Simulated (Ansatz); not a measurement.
`[OH][Hf]([F])([F])[Br]` and `[OH][Hf]([OH])([F])[F]` differ in one atom or group.

Ansatz, PBE0-D4/def2-TZVP geometries, multiplicity 1. Each molecule was computed in one conformer, which needn't be the lowest.

Elements past krypton have def2 core potentials. Scalar relativity is left out up to krypton.

```csv
property,`[OH][Hf]([F])([F])[Br]`
HOMO energy (PBE0/def2-TZVPP) / eV,-8.82
HOMO energy (B3LYP/def2-TZVPP) / eV,-8.55
HOMO–LUMO gap (ωB97M-V/def2-TZVPP) / eV,11.67
LUMO energy (PBE0/def2-TZVPP) / eV,-0.73
HOMO–LUMO gap (B3LYP/def2-TZVPP) / eV,7.57
LUMO energy (ωB97M-V/def2-TZVPP) / eV,0.65
```

(1) What does the change do to each property? (Best estimate.)

Results:

(1) Computed: 
```
                               property  `[OH][Hf]([OH])([F])[F]`  shift
     HOMO energy (PBE0/def2-TZVPP) / eV                     -9.58  -0.76
    HOMO energy (B3LYP/def2-TZVPP) / eV                     -9.30  -0.75
HOMO–LUMO gap (ωB97M-V/def2-TZVPP) / eV                     12.81   1.14
     LUMO energy (PBE0/def2-TZVPP) / eV                     -0.35   0.38
  HOMO–LUMO gap (B3LYP/def2-TZVPP) / eV                      8.60   1.03
  LUMO energy (ωB97M-V/def2-TZVPP) / eV                      0.78   0.13
```

With PBE0 the HOMO falls by 0.76 eV and the LUMO rises by 0.38 eV, so the gap widens by about 1.14 eV. PBE moves the HOMO by -0.34 eV and ωB97M-V by -1.00 eV. The zero-point energy changes by 29.5 kJ/mol with +3 modes.

B3LYP here is the variant with VWN-RPA as its local correlation; programs differ in this.

Spin–orbit coupling is left out; it splits and shifts lone-pair levels of the heavy atoms by tenths of an eV.
